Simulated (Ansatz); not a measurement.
This geometry of a periodic cell of 17 atoms, Ba$_{16}$N (host Ba, host structure bcc, interstitial N) is a first-order saddle point.

Method: Ansatz 0.2.0, DFT PBEsol, scalar-relativistic, plane waves, PAW. Settings: cutoff 420 eV, k mesh 2x2x2, gaussian smearing 0.05 eV, no spin polarisation.

```xyz
17
Lattice="10.0400 0.0000 0.0000 0.0000 10.0400 0.0000 0.0000 0.0000 10.0400" Properties=species:S:1:pos:R:3
Ba 0.335 0.332 0.000
Ba 4.465 0.358 -0.001
Ba 0.362 4.460 -0.001
Ba -0.060 -0.064 5.019
Ba 2.522 2.518 2.432
Ba 4.928 4.924 -0.002
Ba 5.022 -0.102 5.019
Ba 7.436 2.489 2.532
Ba -0.097 5.018 5.019
Ba 2.493 7.432 2.532
Ba 2.525 2.520 7.601
Ba 5.091 5.087 5.018
Ba 7.542 7.538 2.373
Ba 7.436 2.489 7.505
Ba 2.493 7.432 7.505
Ba 7.542 7.538 7.664
N 2.107 2.103 -0.004
```

(1) Which two structures does it join? (They come from a converged band through this point; their orientation in space is the band's.)

(2) How far does it lie above each of them?

Answers

(1) The atom that moves furthest is N17, by 1.77 Å; four of its nearest neighbours are Ba11 2.49, Ba2 2.49, Ba5 2.49, Ba1 2.49 Å at the first end and Ba11 2.49, Ba5 2.49, Ba1 2.49, Ba3 2.49 Å at the last.

Initial state:

```xyz
17
Lattice="10.0400 0.0000 0.0000 0.0000 10.0400 0.0000 0.0000 0.0000 10.0400" Properties=species:S:1:pos:R:3
Ba 0.254 0.197 0.000
Ba 4.771 0.198 0.000
Ba 0.016 5.011 0.001
Ba -0.064 -0.065 5.021
Ba 2.512 2.309 2.259
Ba 5.009 5.010 0.001
Ba 5.090 -0.065 5.021
Ba 7.533 2.573 2.577
Ba 0.013 5.020 5.021
Ba 2.513 7.539 2.497
Ba 2.512 2.310 7.782
Ba 5.012 5.018 5.021
Ba 7.533 7.529 2.501
Ba 7.533 2.573 7.464
Ba 2.513 7.539 7.544
Ba 7.533 7.528 7.540
N 2.512 1.253 0.000
```

Final state:

```xyz
17
Lattice="10.0400 0.0000 0.0000 0.0000 10.0400 0.0000 0.0000 0.0000 10.0400" Properties=species:S:1:pos:R:3
Ba 0.174 0.259 -0.002
Ba 5.032 -0.006 -0.004
Ba 0.172 4.749 -0.002
Ba -0.047 -0.050 5.015
Ba 2.338 2.508 2.240
Ba 5.036 5.019 -0.005
Ba 5.010 -0.009 5.017
Ba 7.514 2.505 2.510
Ba -0.049 5.060 5.015
Ba 2.558 7.524 2.551
Ba 2.336 2.508 7.790
Ba 5.012 5.020 5.016
Ba 7.538 7.526 2.510
Ba 7.517 2.505 7.525
Ba 2.557 7.524 7.481
Ba 7.539 7.526 7.521
N 1.255 2.504 -0.005
```

(2) 0.190 eV above the first and 0.192 eV above the second. This is the barrier of this one path; another mechanism may lie lower. Limits of this set-up: coarse k mesh, odd electron count without spin, a small cell, in which the defect meets its images, a typed lattice constant that wasn't relaxed here.

The run took 16 min on 4 threads of Intel(R) Xeon(R) 6975P-C (Granite Rapids), with other jobs on the host, peak memory 4.6 GiB.
